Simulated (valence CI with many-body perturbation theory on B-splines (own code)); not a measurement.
Energy levels of Xe³⁺

Computed by valence CI with perturbative core correlation (CI+MBPT): five valence electrons over a frozen Dirac-Fock core [Kr] 4d10, a basis of 9 s, 9 p, 8 d, 6 f, 3 g, 1 h functions for each j, with the one-electron correlation potential Σ1 (screened to all orders), the two-electron term Σ2, the three-electron term Σ3, Breit, model QED; selected single and double excitations, second order for the rest, scaled by the run's own slope (own B-spline code, finite nucleus).

Set against measurement, 50 paired levels are off by 279 cm⁻¹ on average, the worst by 838. These come from a selection out of Saloman, J. Phys. Chem. Ref. Data 33, 765 (2004). Levels without a partner in it may be off by more. Among the levels kept, up to 980 cm⁻¹ of a level comes from second order outside the variational space, and about a tenth of that is noise between levels of different J, which matters for small intervals. 7 measured levels below the end of the list, from 133027 cm⁻¹ on, found no clear computed partner, and computed levels of the same name lie up to 49996 cm⁻¹ from them.

Levels 1 to 45 of 60, with energies above the lowest level, 5s²5p³ ⁴S°_3/2. "Leading %" is the weight of the configuration and term that name the level; weights of strongly mixed levels are sums over their largest components and can fall short. In the jj column 3d3/2^4 stands for four electrons in 3d with j = 3/2. Lifetimes count E1, E2, E3, M1 and M2 decay at the calculated energies, and are blank where another channel may lead or the interval is too uncertain; long ones can be off by a factor of two.

```
No.  Configuration  Term    J  E (eV)  Leading %      g  Lifetime                     Leading jj
  1         5s²5p³   ⁴S°  3/2   0.000         82  1.877                5s^2 5p1/2^2 5p3/2 (58 %)
  2         5s²5p³   ²D°  3/2   1.654         72  1.001   50.8 ms      5s^2 5p1/2 5p3/2^2 (64 %)
  3         5s²5p³   ²D°  5/2   2.179         95  1.200    338 ms      5s^2 5p1/2 5p3/2^2 (95 %)
  4         5s²5p³   ²P°  1/2   3.489         95  0.666   17.3 ms      5s^2 5p1/2 5p3/2^2 (95 %)
  5         5s²5p³   ²P°  3/2   4.428         70  1.258   6.92 ms            5s^2 5p3/2^3 (87 %)
  6          5s5p⁴    ⁴P  5/2  12.316         82  1.579   5.30 ns      5s 5p1/2^2 5p3/2^2 (74 %)
  7          5s5p⁴    ⁴P  3/2  13.213         81  1.697   4.26 ns        5s 5p1/2 5p3/2^3 (63 %)
  8          5s5p⁴    ⁴P  1/2  13.503         80  2.625   3.89 ns      5s 5p1/2^2 5p3/2^2 (37 %)
  9          5s5p⁴    ²D  3/2  15.094         55  0.903   2.89 ns        5s 5p1/2 5p3/2^3 (36 %)
 10          5s5p⁴    ²D  5/2  15.530         67  1.219   3.86 ns        5s 5p1/2 5p3/2^3 (63 %)
 11       5s²5p²5d    ⁴F  3/2  16.481         27  0.929   3.20 ns      5s^2 5p1/2^2 5d3/2 (48 %)
 12       5s²5p²5d    ⁴F  3/2  16.723         51  0.816   4.06 ns  5s^2 5p1/2 5p3/2 5d3/2 (47 %)
 13       5s²5p²5d    ⁴F  5/2  16.911         65  1.109   2.02 ns      5s^2 5p1/2^2 5d5/2 (49 %)
 14       5s²5p²5d    ²P  1/2  16.957         39  0.855   1.90 ns  5s^2 5p1/2 5p3/2 5d3/2 (35 %)
 15       5s²5p²5d    ⁴F  7/2  17.542         79  1.259   19.6 ns  5s^2 5p1/2 5p3/2 5d5/2 (76 %)
 16       5s²5p²5d    ²F  5/2  17.571         68  0.944   4.53 ns  5s^2 5p1/2 5p3/2 5d3/2 (76 %)
 17       5s²5p²5d    ²F  7/2  17.966         49  1.239   36.2 ns  5s^2 5p1/2 5p3/2 5d3/2 (45 %)
 18       5s²5p²5d    ⁴D  1/2  17.981         72  0.439   1.79 ns  5s^2 5p1/2 5p3/2 5d3/2 (54 %)
 19       5s²5p²5d    ⁴F  9/2  18.086         80  1.298            5s^2 5p1/2 5p3/2 5d5/2 (69 %)
 20       5s²5p²5d    ⁴D  3/2  18.116         77  1.148   1.07 ns  5s^2 5p1/2 5p3/2 5d3/2 (38 %)
 21       5s²5p²5d    ⁴D  5/2  18.425         54  1.227    611 ps  5s^2 5p1/2 5p3/2 5d5/2 (60 %)
 22          5s5p⁴    ²S  1/2  18.679         41  1.421   1.76 ns      5s^2 5p3/2^2 5d5/2 (41 %)
 23       5s²5p²5d    ⁴D  7/2  19.315         40  1.223   2.24 ns      5s^2 5p3/2^2 5d5/2 (57 %)
 24       5s²5p²6s    ⁴P  1/2  19.508         69  2.260    218 ps         5s^2 5p1/2^2 6s (83 %)
 25       5s²5p²5d    ⁴P  5/2  19.830         69  1.537   49.6 ps  5s^2 5p1/2 5p3/2 5d5/2 (35 %)
 26       5s²5p²5d    ²G  7/2  19.923         64  0.989   1.25 ns      5s^2 5p3/2^2 5d5/2 (37 %)
 27       5s²5p²5d    ⁴P  3/2  20.054         52  1.484   55.2 ps  5s^2 5p1/2 5p3/2 5d3/2 (41 %)
 28       5s²5p²5d    ⁴P  1/2  20.232         61  2.249   52.9 ps  5s^2 5p1/2 5p3/2 5d3/2 (65 %)
 29       5s²5p²5d    ²G  9/2  20.241         79  1.147   18.8 ms      5s^2 5p3/2^2 5d5/2 (69 %)
 30       5s²5p²5d    ²D  3/2  20.343         34  1.171   84.8 ps  5s^2 5p1/2 5p3/2 5d5/2 (36 %)
 31       5s²5p²6s    ⁴P  3/2  20.513         64  1.553    247 ps     5s^2 5p1/2 5p3/2 6s (73 %)
 32       5s²5p²6s    ⁴P  3/2  20.623         22  1.261    129 ps  5s^2 5p1/2 5p3/2 5d5/2 (31 %)
 33       5s²5p²6s    ²P  1/2  20.760         56  1.238    238 ps     5s^2 5p1/2 5p3/2 6s (74 %)
 34       5s²5p²5d    ²D  5/2  21.002         38  1.230    130 ps     5s^2 5p1/2 5p3/2 6s (31 %)
 35       5s²5p²6s    ⁴P  5/2  21.165         42  1.331   79.6 ps     5s^2 5p1/2 5p3/2 6s (49 %)
 36       5s²5p²5d    ²P  1/2  21.480         48  0.919   56.4 ps      5s^2 5p3/2^2 5d3/2 (42 %)
 37       5s²5p²6s    ²P  3/2  21.500         51  1.151    116 ps     5s^2 5p1/2 5p3/2 6s (66 %)
 38       5s²5p²5d    ²D  3/2  21.877         47  1.011   54.5 ps      5s^2 5p3/2^2 5d3/2 (48 %)
 39       5s²5p²5d    ²F  5/2  21.878         41  1.069   47.8 ps      5s^2 5p3/2^2 5d3/2 (45 %)
 40       5s²5p²5d    ²F  7/2  22.118         86  1.132   43.8 ps      5s^2 5p3/2^2 5d3/2 (54 %)
 41       5s²5p²5d    ²P  1/2  22.131         44  0.925   53.0 ps  5s^2 5p1/2 5p3/2 5d5/2 (53 %)
 42       5s²5p²5d    ²D  5/2  22.212         66  1.256    207 ps      5s^2 5p3/2^2 5d5/2 (59 %)
 43       4f5s²5p²   ⁴G°  5/2  22.429         64  0.711   3.64 ns      4f5/2 5s^2 5p1/2^2 (72 %)
 44       4f5s²5p²   ⁴G°  7/2  22.687         42  1.109   3.41 ns      4f7/2 5s^2 5p1/2^2 (68 %)
 45       5s²5p²5d    ²P  3/2  22.692         33  1.055    105 ps      5s^2 5p3/2^2 5d5/2 (38 %)
```

Names give the largest LS component (configuration and term), which can be under half, so a name can repeat, a term be missing and a line seem to break the LS rules; names also repeat where a configuration has a term twice.

Where two levels of one J and parity lie close, their mixing, g and order are uncertain.

The ionisation energy to 5s²5p² ³P0 of the next ion comes out as 42.354 eV (NIST: 42.2 ± 0.2 eV (measured)). All 60 levels together are meant to be complete up to 23.993 eV.
